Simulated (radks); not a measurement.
Ge12+, 20 electrons, occupied as [Ar] 3d2 (the NIST ground configuration). Calculated with a radial shooting solver on a logarithmic mesh with Libxc functionals: Dirac Kohn-Sham, PBE, spin-unpolarised, spherical densities, finite nucleus; open shells fill j = l - 1/2 first; Fermi nuclear charge, rms radius 4.0742 fm. Some entries of the table are withheld. Estimate them.

| orbital | occ. | eigenvalue (hartree) | <r^2> (bohr^2) | r(max) (bohr) |
|---|---|---|---|---|
| 1s1/2 | 2 | -415.9321 | (1) | 0.03073 |
| 2s1/2 | 2 | -63.84091 | 0.05160 | 0.1760 |
| 2p1/2 | 2 | -58.28525 | 0.04006 | (2) |
| 2p3/2 | 4 | -57.11197 | 0.04151 | (3) |
| 3s1/2 | 2 | -17.78917 | 0.3691 | 0.5178 |
| 3p1/2 | 2 | -15.92587 | 0.3677 | 0.5053 |
| 3p3/2 | 4 | -15.71905 | 0.3765 | 0.5119 |
| 3d3/2 | 2 | -12.67131 | 0.3405 | (4) |
| 3d5/2 | 0 | -12.63404 | 0.3429 | (5) |
| 4s1/2 | 0 | (6) | 1.630 | (7) |
| 4p1/2 | 0 | (8) | 1.737 | 1.203 |
| 4p3/2 | 0 | (9) | 1.765 | 1.214 |

Answer. 
(1) 1s1/2 <r^2> (bohr^2): 0.002974
(2) 2p1/2 r(max) (bohr): 0.1392
(3) 2p3/2 r(max) (bohr): 0.1422
(4) 3d3/2 r(max) (bohr): 0.4364
(5) 3d5/2 r(max) (bohr): 0.4382
(6) 4s1/2 eigenvalue (hartree): -7.75738
(7) 4s1/2 r(max) (bohr): 1.171
(8) 4p1/2 eigenvalue (hartree): -7.09225
(9) 4p3/2 eigenvalue (hartree): -7.03430
